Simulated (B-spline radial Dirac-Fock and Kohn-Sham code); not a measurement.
## Auger decay of the N3 hole in Sm⁺

System: samarium as Sm⁺ in the configuration [Xe] 4f6 6s1, inside a Watson sphere of charge -1 and radius 2 Å (a model of the Madelung potential; inside it an electron's potential energy is raised by 7.2 eV).

Input file task.json (cfg lists n, l and occupation; rrms is the nuclear radius in fm):

```json
{"items": [{
  "Z": 62,
  "q": 1,
  "cfg": [[1, 0, 2], [2, 0, 2], [2, 1, 6], [3, 0, 2], [3, 1, 6], [3, 2, 10], [4, 0, 2], [4, 1, 6], [4, 2, 10], [4, 3, 6], [5, 0, 2], [5, 1, 6], [6, 0, 1]],
  "A": 152,
  "rrms": 5.0819,
  "watson": [-1, 2.0],
  "do": ["binding", "quiet", "decay"],
  "holes": ["K", "L1", "L2", "L3", "M1", "M2", "M3", "M4", "M5", "N1", "N2", "N3", "N4", "N5"]
}]}
```

Command: `python xray_run.py task.json out`

Level of theory: independent-particle radiative and Coulomb Auger rates from relativistic LDA hole-state orbitals, with Dirac-Fock energies; a radial finite-basis atomic code. Kinetic energies are configuration averages from the vacuum level; the two-hole energies are estimated from single-hole states.

```
transition  kinetic energy (eV)  width (meV)  share (%)
   N3-N4O1                    –          116        1.8
   N3-N5O1                    –          595        9.4
   N3-N4O2                77.57         84.3        1.3
   N3-N4O3                81.42          333        5.2
   N3-N5O2                82.14          561        8.8
   N3-N5O3                86.18          866       13.6
   N3-N4N7                96.94          326        5.1
   N3-N4N6                97.27          105        1.6
   N3-N5N6                101.2         1390       21.9
   N3-N5N7                102.3         1430       22.5
   N3-N5P1                113.6         38.4        0.6
   N3-O1O3                    –         24.1        0.4
   N3-N7O1                    –         37.0        0.6
   N3-O2O3                195.4         22.9        0.4
   N3-O3O3                198.9         32.0        0.5
   N3-N7O2                214.5         31.6        0.5
   N3-N6O3                217.9          115        1.8
   N3-N7O3                218.5          140        2.2
   N3-N6N7                234.2         47.7        0.7
   N3-N7N7                234.8         19.4        0.3
```

A dash stands for an energy that rests on an unreliable hole state.

Coster-Kronig rates are the weakest part of this model and often come out 1.5 to 2.5 times too large. Super-Coster-Kronig decay this fast strains the one-particle picture, and such widths tend to come out too large. The listed channels hold 99 % of the non-radiative rate. Summed by principal shells, of 6.36 eV in all: NNN 52.3 %, NNO 45.7 %, NOO 1.3 %, NNP 0.8 %.

Values without a named source are computed, but for edge energies of neutral atoms, which are taken from tables.
